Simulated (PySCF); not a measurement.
## Excitation energy of As²⁺ by level of theory

As²⁺ [Ar] 3d10 4s2 4p1 (2P) → As²⁺ [Ar] 3d10 4s1 4p1 5s1 (4P), as a difference of total energies. Calculation: PySCF 2.14, in x2c-TZVPPall with one added diffuse shell each of s, p, d type (7s6p5d1f, 57 functions); the spin-free X2C one-electron Hamiltonian (Gaussian nucleus). Correlated levels: valence: [Ar] 3d10 frozen. The calculations carry no spin-orbit coupling.

```
           method  excitation energy (cm⁻¹)
              UHF                    168650
    MP2 (valence)                    175370
SCS-MP2 (valence)                    177860
   CCSD (valence)                    176530
CCSD(T) (valence)                    176610
```

A first-order spin-orbit estimate (lowest level to lowest level, LS coupling) adds 0.016 eV.

The promoted electron is Rydberg-like, and one or two diffuse shells describe it only roughly, which tends to raise the upper state.

The coupled-cluster amplitudes are large for the upper state (T1 above 0.03 or a double amplitude above 0.15), so a single reference is strained.
